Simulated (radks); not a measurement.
The gold ion Au2+, configuration [Xe] 4f14 5d9 (the NIST ground configuration). Calculated with a radial shooting solver on a logarithmic mesh with Libxc functionals: scalar-relativistic Kohn-Sham, r2SCAN, spin-polarised, spherical densities, finite nucleus; open shells are filled with parallel spins first (spin-orbit coupling, left out, can overturn this in heavy ions); meta-GGA in the generalised Kohn-Sham scheme; Fermi nuclear charge, rms radius 5.4371 fm.

Unscreened Slater integrals over Kohn-Sham orbitals (cm^-1). They are taken over the spin-up orbitals. Empty in this configuration: 6s.

integral,value
"F0(5d,5d)",133890
"F2(5d,5d)",69324
"F4(5d,5d)",45851
"F0(5d,5p)",152870
"F2(5d,5p)",75446
"G1(5d,5p)",90725
"G3(5d,5p)",56111
"F0(5d,4f)",173900
"F2(5d,4f)",40060
"F4(5d,4f)",18540
"G1(5d,4f)",12770
"G3(5d,4f)",12131
"G5(5d,4f)",9735.8
"F0(5d,6s)",96200
"G2(5d,6s)",23203
"F0(5p,5p)",184270
"F2(5p,5p)",99337
"F0(5p,4f)",227350
"F2(5p,4f)",70189
"G2(5p,4f)",26381
"G4(5p,4f)",22370
"F0(5p,6s)",101420
"G1(5p,6s)",8020.9
"F0(4f,4f)",402600
"F2(4f,4f)",200190
"F4(4f,4f)",127540
"F6(4f,4f)",92337
"F0(4f,6s)",107980
"G3(4f,6s)",3190.9
"F0(6s,6s)",82074

Derived for the open shells (J is the average intra-shell exchange parameter used in DFT+U). 5d: Racah B = F2/49 - 5 F4/441 = 894.9 cm^-1, C = 35 F4/441 = 3639 cm^-1, C/B = 4.07, F4/F2 = 0.661, J = (F2 + F4)/14 = 8227 cm^-1.
